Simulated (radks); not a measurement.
Cs4+, 51 electrons, occupied as [Kr] 4d10 5s2 5p3. All-electron calculation, Dirac Kohn-Sham, PBEsol, spin-unpolarised, spherical densities, finite nucleus; open shells are shared between the two j in proportion to 2j + 1; Fermi nuclear charge, rms radius 4.8041 fm. Program: a radial shooting solver on a logarithmic mesh with Libxc functionals.

Spin-orbit splittings of the eigenvalues, e(l+1/2) - e(l-1/2), with zeta = 2 splitting/(2l+1) and mean radii in bohr:

shell  occ.  splitting (eV)  zeta (eV)  <r> j=l-1/2  <r> j=l+1/2
2p        6           352.0      234.7      0.09405      0.09994
3p        6           67.46      44.97       0.2888       0.3006
3d       10           14.33      5.732       0.2714       0.2751
4p        6           13.84      9.229       0.7197       0.7471
4d       10           2.311     0.9246       0.8261       0.8362
5p        3           2.187      1.458        1.809        1.871
